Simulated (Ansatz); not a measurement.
Which is lower?

Two relaxed structures of SnSiH4O, singlet (PBE0-D4/def2-TZVP; forces vanish, vibrations not checked).

A:

O1  (0.191, 1.061, -0.611)
Si2  (1.309, 1.965, 0.156)
Sn3  (-0.671, -0.703, -0.329)
H4  (-2.335, -0.367, -0.205)
H5  (-0.290, -1.608, -1.719)
H6  (0.009, -1.327, 1.101)
H7  (1.623, 1.017, 1.354)
(Å)

B:

```
7
angstrom
O 1.4638 1.8935 0.4216
Si -0.6839 -0.6879 -0.3575
Sn 0.2218 1.7311 -1.1153
H -2.1573 -0.6871 -0.1111
H -0.4249 -1.7347 -1.3914
H -0.0267 -1.1457 0.9060
H 1.4605 1.1480 1.0278
```

Computed with Ansatz 0.2.0 (basis: def2-TZVPP); correlated methods freeze the cores. Filled d shells of the heavier atoms are correlated. Core potentials replace the inner electrons of the atoms past krypton. The def2 sets are not built for correlating such inner shells, so the correlated values are less sure here. B3LYP uses VWN-RPA correlation.

Which structure is lower at CCSD(T), and by how much? (To be estimated.)

The calculation gives: B, by 71.4 kJ/mol (electronic energy, against the other). By their contacts, A is SnSiH₄O ([SiH][O][SnH3]) and B is SnSiH₄O ([OH][Sn][SiH3]).

All methods give the same order:

```json
{"method": "PBE-D4", "E(B) − E(A) (kJ/mol)": "-113.6"}
{"method": "r2SCAN-D4", "E(B) − E(A) (kJ/mol)": "-101.0"}
{"method": "PBE0-D4", "E(B) − E(A) (kJ/mol)": "-102.4"}
{"method": "B3LYP-D4", "E(B) − E(A) (kJ/mol)": "-97.2"}
{"method": "wB97M-V", "E(B) − E(A) (kJ/mol)": "-72.7"}
{"method": "HF", "E(B) − E(A) (kJ/mol)": "-60.9"}
{"method": "MP2", "E(B) − E(A) (kJ/mol)": "-85.9"}
{"method": "CCSD", "E(B) − E(A) (kJ/mol)": "-69.3"}
{"method": "CCSD(T)", "E(B) − E(A) (kJ/mol)": "-71.4"}
```

No T1 diagnostic of these runs exceeds 0.018. The restricted Hartree–Fock reference is unstable towards an unrestricted one at one or more of these structures.

Labels in which every atom is bracketed show which atoms are joined, not bond orders.

For scale, one of the runs: CCSD(T)/def2-TZVPP, 179 basis functions, launched by `ansatz run in.yaml --threads 2 --pin off --events-out ev --progress --plain --max-ram 4352MiB`. Time: 83 s of wall clock on 2 CPU threads of an Intel Xeon Platinum 8175M; the host was shared. Peak host memory: 1.8 GiB.
